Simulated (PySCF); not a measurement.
## What settings do to a single point of [Gd(BH4)2]+

The sound run of [Gd(BH4)2]+ (singlet in the valence; each metal's 4f electrons, 7 of them, lie in its core potential, out of spins and levels; a saddle point, relaxed within its symmetry) uses PySCF 2.14.0, RKS PBE0, Gd lcecp-1-SVP with ECP53, B def2-SVP, H def2-SVP; non-relativistic Hamiltonian with scalar-relativistic core potentials where named; density fitting; no spin-orbit coupling, grid (50, 194), threshold 1e-8 Eh and 55 cycles, at the relaxed geometry:

```xyz
11

Gd    0.0000    0.0000    0.0000
B     0.0000    0.0000    2.4356
H     0.0000    0.0000    3.6324
H     1.1536    0.0036    1.9067
H    -0.5799    0.9972    1.9067
H    -0.5736   -1.0008    1.9067
B     0.0000    0.0000   -2.4356
H     0.0000    0.0000   -3.6324
H     1.1536   -0.0036   -1.9067
H    -0.5799   -0.9972   -1.9067
H    -0.5736    1.0008   -1.9067
```

There Gd1 has a Mulliken charge of 1.17 e and the dipole about the centre of mass is 0.00 D. Each run below changes one thing and starts from free metal ions and neutral atoms unless it says otherwise; with 55 cycles, smearing, a level shift and second-order steps follow where DIIS fails, and their cycles count. Energy shifts count from the sound run. On f atoms grids over 110 angular points are at least (60, 302).

| change | outcome | cycles | energy shift (eV) | largest force component (eV/Å) | charge on Gd1 (e) | dipole about the centre of mass (D) |
| --- | --- | --- | --- | --- | --- | --- |
| spin (2S) set to 8, limit 73 cycles | converged | 13 | 27.71 | 3.61 | -0.49 | 0.01 |
| grid (15, 26) | converged | 7 | 0.95 | 0.78 | 1.16 | 0.02 |
| start from a density of up to 30 smeared cycles (not counted) | converged | 6 | 0.0000 | 0.01 | 1.17 | 0.00 |

Task: How does the run with this change end: threshold 1e-05?

Result: outcome converged, cycles 6, energy shift (eV) 0.0000, largest force component (eV/Å) 0.01, charge on Gd1 (e) 1.17, dipole about the centre of mass (D) 0.00.

Unsound on purpose, so not properties of the compound: spin (2S) set to 8, limit 73 cycles; grid (15, 26).

Forces carry noise of the integration grid, about 0.01 to 0.03 eV/Å.

An lcecp potential fixes the number of 4f electrons, so in runs with it no electron can move into or out of that shell.
